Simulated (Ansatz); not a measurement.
A structure relaxed at B3LYP-D4/def2-SVP in Ansatz, charge 0, singlet:

Cartesian coordinates in Å:
```
Mo 0.104 0.057 0.326
N 0.594 0.328 1.862
N -0.999 1.607 -0.130
N -0.896 -1.621 0.405
N 1.756 -0.063 -0.714
H -1.198 2.389 0.487
H -1.459 1.744 -1.028
H -1.338 -2.069 -0.396
H -1.054 -2.174 1.244
H 1.795 -0.228 -1.718
H 2.695 0.030 -0.339
```

Give its formula, name or SMILES and point group.

MoN(NH2)3 (MoN4H6). Point group C3v (tolerance 0.1 Å).

Summarise the bond lengths by kind (pairs closer than 1.2 times the sum of covalent radii, bridged metal pairs left out).

4 × Mo–N 1.63 to 1.96 Å; 6 × H–N 1.02 Å. The metal has 4 neighbours: N 1.63 Å, N 1.96 Å, N 1.96 Å, N 1.96 Å.

In the def2 sets Mo takes a core potential; there is no spin–orbit coupling. The restricted singlet is unstable towards broken spin symmetry in Hartree–Fock (as tested in another run); at B3LYP-D4/def2-SVP this wasn't settled.
